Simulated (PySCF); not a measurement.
Atoms are numbered as in `[CH:1]#[C:2]/[CH:3]=[N:4]/[SiH2:5][PH2:6]`. Each H is labelled by its parent atom.

No relativistic terms, no solvent model, fast rotation and ring inversion assumed for equivalent nuclei, one computed conformer. GIAO PBE0/pcSseg-1 shieldings; geometry from GFN2-xTB; PySCF.

Scale: 13C (σ = 186.93 ppm) and 1H (σ = 31.72 ppm) and 29Si (σ = 349.16 ppm) vs TMS; NH3 for 15N (σ = 267.73 ppm); H3PO4 for 31P (σ = 318.38 ppm) (reference shieldings calculated alike).

```
 atoms  nucleus  count  Hirshfeld charge  δ (ppm)
    C2      13C      1             -0.04     87.4
    C1      13C      1             -0.07     90.7
H(Si5)       1H      2             -0.08     5.45
 H(C3)       1H      1              0.05     8.21
    C3      13C      1              0.07    156.7
 H(C1)       1H      1              0.10        ?
 H(P6)       1H      2             -0.01        ?
   Si5     29Si      1              0.32    -43.8
    N4      15N      1             -0.23        ?
    P6      31P      1             -0.03   -267.9
```

**Question.** Fill in the missing shifts.

**Answer.** 
- H(C1): 2.99 ppm, hydrogen on a terminal alkyne carbon; it lies on the axis of the triple bond, in its shielding cone
- H(P6): 1.36 ppm, hydrogen on a phosphorus bonded to Si
- N4: 427.9 ppm, imine nitrogen

Shifts are as computed. Against solution values, carbons near 30 ppm lie about +3 ppm off and those near 130 ppm about +5 ppm. Of 1309 compounds with measured shifts, 239 miss one by over three times the rms of a fit or turn the order of signals round; such compounds aren't used in these exercises. Experimental scales use liquid or dissolved standards, which lie at an offset from isolated NH3 (liquid NH3: subtract about 20 ppm) and H3PO4. Unscaled 15N shifts of sp2 nitrogen come out 20 to 40 ppm too high even then.
